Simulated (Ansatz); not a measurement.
`[Cl][Al]([Cl])[Br]` + H₂S → `[SH][Al]([Cl])[Cl]` + HBr at 600 K and 1 bar (ligand exchange at the Al–Br bond).

Isolated molecules relaxed with PBE0-D4/def2-TZVP in Ansatz; ΔE leaves out vibrations. CCSD(T)/CBS adds triple-zeta CCSD(T) − MP2 to the extrapolated MP2 energy (def2 sets, frozen cores). This one scheme is used for every species. For Br outer-core shells are correlated without core-valence functions, which leaves a few kJ/mol of doubt a bond. Scalar relativity is left out up to krypton. Each species was taken in one conformer, which may not be the lowest.

```csv
species,CCSD(T)/CBS energy (Eh),H − E (kJ/mol),S (J/(mol·K))
`[Cl][Al]([Cl])[Br]`,-3735.10209,51.9,388.2
H₂S,-398.97279,60.8,230.9
`[SH][Al]([Cl])[Cl]`,-1560.13922,79.5,401.3
HBr,-2573.91920,33.5,219.1
```

H − E and S are ideal-gas, rigid-rotor, harmonic terms from PBE0-D4/def2-TZVP, for one conformer and one mirror image of each species. 1 Eh = 2625.50 kJ/mol, R = 8.31446 J/(mol·K).

Q: By hand: ΔE, ΔH, ΔS and ΔG.

A: ΔE = (-1560.13922) + (-2573.91920) − (-3735.10209) − (-398.97279) = 0.01646 Eh = 43.2 kJ/mol. Δ(H − E) = 79.5 + 33.5 − 51.9 − 60.8 = 0.3, so ΔH = 43.5 kJ/mol. ΔS = 401.3 + 219.1 − 388.2 − 230.9 = 1.3 J/(mol·K). ΔG = 43.5 − 600 × (1.3)/1000 = 42.7 kJ/mol.

Q: By hand: the equilibrium constant, and the temperature at which ΔG would vanish if ΔH and ΔS stayed fixed.

A: log₁₀ K = −ΔG/(RT ln 10) = -3.7. ΔG = 0 at ΔH/ΔS = 33462 K, far beyond where these terms or the molecules hold.

The number of gas molecules stays the same, so ΔS is small and ΔH decides. A doubt of 5 kJ/mol in ΔE shifts log₁₀ K by 0.4 here. Other conformers and mirror images would add mixing entropy, several J/(mol·K) or more a flexible species. These are equilibria of isolated gas molecules and say nothing of rates. Largest T1 diagnostic: 0.009 (customary marks: 0.02 for closed shells, 0.045 for open ones).
